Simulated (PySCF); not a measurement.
First SCF of a structure search on quintet RuH₄, at a hand-made tetrahedral geometry. PySCF input:

```python
from pyscf import gto, scf, dft
mol = gto.M(atom='''
Ru     0.000000     0.000000     0.000000
H      1.282000     0.000000     0.906300
H     -1.282000     0.000000     0.906300
H      0.000000     1.282000    -0.906300
H     -0.000000    -1.282000    -0.906300''',
    basis={'Ru': 'def2-TZVP', 'H': 'def2-TZVP'},
    ecp={'Ru': 'def2-TZVP'},
    charge=0, spin=4)
mf = dft.UKS(mol, xc='PBE')
mf.grids.atom_grid = (50, 194)
aux = {'Ru': 'def2-universal-JKFIT', 'H': 'def2-universal-JKFIT'}
mf = mf.density_fit(auxbasis=aux)
mf.conv_tol = 1e-08
mf.diis_space = 10
mf.max_cycle = 60
mf.init_guess = 'minao'
mf.verbose = 4
mf.kernel()
```

Excerpt of the output (cycles alone):

```
init E= -89.4446768582419
cycle= 1 E= -96.8712628891865  delta_E= -7.43  |g|= 0.761  |ddm|= 2.86
cycle= 2 E= -95.1729531678888  delta_E=  1.7  |g|= 1.94  |ddm|= 2.06
cycle= 3 E= -97.0971130571648  delta_E= -1.92  |g|= 0.127  |ddm|=  1.7
cycle= 4 E= -97.105382975531  delta_E= -0.00827  |g|= 0.0621  |ddm|= 0.192
cycle= 5 E= -97.1073610535526  delta_E= -0.00198  |g|= 0.00904  |ddm|= 0.0452
cycle= 6 E= -97.1074106882585  delta_E= -4.96e-05  |g|= 0.00265  |ddm|= 0.0108
cycle= 7 E= -97.1074157650542  delta_E= -5.08e-06  |g|= 0.000105  |ddm|= 0.00418
cycle= 8 E= -97.1074157830287  delta_E= -1.8e-08  |g|= 1.9e-05  |ddm|= 0.000337
cycle= 9 E= -97.1074157831536  delta_E= -1.25e-10  |g|= 1.14e-05  |ddm|= 7.61e-05
Extra cycle  E= -97.1074157733879  delta_E= 9.77e-09  |g|= 9.05e-05  |ddm|= 0.000528
converged SCF energy = -97.1074157733879  <S^2> = 6.0067925  2S+1 = 5.0027163
```

No lower solution of this spin was found from smeared starts or by a stability analysis within the unrestricted form.

Other spin states or occupations of the open shell can lie lower.

The search for the lowest solution, 3 starts and the stability check together, took 4.6 s on 2 threads of a shared AMD EPYC 9R45 96-Core (Zen 5) host, with 64 basis functions; the process peaked at 0.4 GiB. Launch command: `OMP_NUM_THREADS=2 python axn.py task.json out`.
